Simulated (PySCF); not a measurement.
SMILES [Cl][Ge]([Cl])([Cl])/[CH]=C/[SiH](F)F, singlet (PBE0/def2-SVP optimised geometry):

```
12

Si     1.325    -2.159     0.000
F      0.870    -2.893    -1.361
F      2.937    -2.159     0.000
C      0.697    -0.412     0.000
C     -0.110     0.028     0.975
Ge    -0.797     1.831     1.022
Cl    -0.178     2.840     2.806
Cl    -0.078     2.929    -0.672
Cl    -2.937     1.841     0.984
H      0.834    -2.929     1.163
H      0.983     0.273    -0.810
H     -0.422    -0.622     1.804
```

Method: PBE0/def2-TZVP (PySCF).

What are the frontier orbital energies and the dipole moment?

HOMO-2 -9.43 eV, HOMO-1 -9.35 eV, HOMO -9.22 eV, LUMO -2.24 eV, LUMO+1 -1.52 eV; dipole moment 1.34 D.

On the same geometry PBE/def2-TZVP in PySCF gives HOMO-2 -8.03 eV, HOMO-1 -7.97 eV, HOMO -7.87 eV, LUMO -3.15 eV, LUMO+1 -2.50 eV; dipole moment 1.26 D.

Meta-Löwdin charges at PBE0/def2-TZVP: Si1 1.34, F2 -0.49, F3 -0.49, C4 -0.35, C5 -0.29, Ge6 0.93, Cl7 -0.27, Cl8 -0.27, Cl9 -0.27, H10 -0.12, H11 0.15, H12 0.14.
